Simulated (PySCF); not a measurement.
One of the candidates below gave these computed data.

* 13C NMR: chemical shifts (computed TMS as zero) by class: 106.8 (1 C), 56.1 (1 C) ppm [GIAO PBE0/pcSseg-1]
* NMR, other nuclei: isotropic shieldings of nuclei other than C and H, by class: 103 (1 O), 118 (1 O), 312 (1 O), 25 (1 S) ppm [GIAO PBE0/pcSseg-1]
* Rotational structure: rotational constants A, B, C: 6.088, 2.009, 1.633 GHz [GFN2-xTB]
* 1H NMR: chemical shifts (computed TMS as zero) by class: 3.88 (3 H), 3.46 (1 H), 2.36 (1 H) ppm [GIAO PBE0/pcSseg-1]

The electronic properties come from PySCF, for the isolated species, density fitting. Levels stand in brackets. Geometry: GFN2-xTB, one conformer, isolated ion. No diffuse functions stand in pcSseg-1, which bears on an anion's orbital energies. NMR values are class means; diastereotopic atoms form classes of their own.

Task: Which candidate is it?
A. `C=CC(=C)C(=O)[O-]`
B. `C=C=CCC(=O)[O-]`
C. `COC[S@](=O)[O-]`
D. `CCS(=O)(=O)[O-]`

Result: C. It is `COC[S@](=O)[O-]`. Numbering: `[CH3:1][O:2][CH2:3][S@:4](=[O:5])[O-:6]`. 2 carbons fall into 2 classes; from least to most shielded: sp3 carbon bound to oxygen [C3] (106.8 ppm), methoxy carbon [C1] (56.1 ppm). Hydrogen classes from least to most shielded: 3 H on a methoxy carbon, C1 (3.88 ppm, a mean of values up to 3.5 ppm apart in this geometry), 1 H on an sp3 carbon bound to oxygen, C3 (3.46 ppm), 1 H on an sp3 carbon bound to oxygen, C3 (2.36 ppm). The other shieldings belong to: 103 ppm, oxygen bonded to S [O5]; 118 ppm, oxygen bonded to S [O6]; 312 ppm, ether oxygen [O2]; 25 ppm, sulfur bonded to C and 2 O [S4]. The optimised geometry has point group C1 and is an asymmetric top.

The others, at the same levels:
- `CCS(=O)(=O)[O-]` fails: its computed 13C shifts are 52.5 (1 C), 12.5 (1 C) ppm, 1H shifts are 1.80 (2 H), 1.26 (3 H) ppm and rotational constant A is 4.815 GHz (against 6.088 GHz).
- `C=C=CCC(=O)[O-]` fails: it has 5 carbons where the 13C data count 2; its computed 13C shifts are 221.4 (1 C), 165.8 (1 C), 103.7 (1 C), 69.2 (1 C), 48.0 (1 C) ppm, 1H shifts are 6.17 (1 H), 4.34 (2 H), 2.32 (2 H) ppm and rotational constant A is 6.642 GHz (against 6.088 GHz).
- `C=CC(=C)C(=O)[O-]` fails: it has 5 carbons where the 13C data count 2; its computed 13C shifts are 166.0 (1 C), 157.3 (1 C), 147.2 (1 C), 125.6 (1 C), 125.4 (1 C) ppm, 1H shifts are 8.14 (1 H), 6.48 (1 H), 6.29 (1 H), 5.03 (1 H), 4.71 (1 H) ppm and rotational constant A is 4.101 GHz (against 6.088 GHz).

Each candidate is one conformer, not necessarily the lowest. Dipoles, sizes and rotational constants follow the conformer. The torsions of the flexible species, by atom-mapped SMILES:
- `[CH3:1][O:2][CH2:3][S@:4](=[O:5])[O-:6]`: C1–O2–C3–S4 65°, O2–C3–S4–O5 -75°
- `[CH3:1][CH2:2][S:3](=[O:4])(=[O:5])[O-:6]`: C1–C2–S3–O4 60°
- `[CH2:1]=[C:2]=[CH:3][CH2:4][C:5](=[O:6])[O-:7]`: C2–C3–C4–C5 -117°, C3–C4–C5–O6 124°
- `[CH2:1]=[CH:2][C:3](=[CH2:4])[C:5](=[O:6])[O-:7]`: C1–C2–C3–C4 180°, C2–C3–C5–O6 0°
